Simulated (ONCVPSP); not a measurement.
## Configuration tests for Fe (Z = 26) (ONCV)

| Quantity | Value |
| --- | --- |
| Element | Fe (Z = 26) |
| Generator | ONCVPSP 4.0.1 |
| Type | optimised norm-conserving Vanderbilt (ONCV) |
| Functional | Wu-Cohen |
| Relativity | non-relativistic |
| Frozen core | [Ar] |
| Valence charge | 8 |
| Reference configuration | 3d6 4s1.5 (charge +0.5) |
| Partial waves | 4s: rc 1.85 bohr, ncon 3, nbas 6, qcut 3.5 1/bohr, 1 projector; p scattering state at 0.23 Ha: rc 1.95 bohr, ncon 3, nbas 7, qcut 4.4 1/bohr, 2 projectors, debl 1.7 Ha; 3d: rc 1.90 bohr, ncon 4, nbas 9, qcut 7.6 1/bohr, 2 projectors, debl 1.4 Ha |
| Local potential | polynomial inside 1.70 bohr (lpopt 5, dvloc0 3 Ha) |
| Core correction | Teter function, fcfact 3.75, rcfact 1.55 |

Energies are relative to the spin-unpolarised reference configuration 3d6 4s1.5; without spin polarisation the order of configurations can differ from experiment.

Task: Give the all-electron excitation energy and the error of the potential for: 3d6 4s2; 3d6 4s1; 3d6 4s0; 3d6 4s1 4p1.

Result:

| valence configuration | charge | ΔE all-electron (eV) | error AE − PS (meV) |
| --- | --- | --- | --- |
| 3d6 4s2 | 0 | -3.447 | +1.1 |
| 3d6 4s1 | +1 | 5.182 | +0.8 |
| 3d6 4s0 | +2 | 21.054 | -5.6 |
| 3d6 4s1 4p1 | 0 | 0.592 | +6.7 |
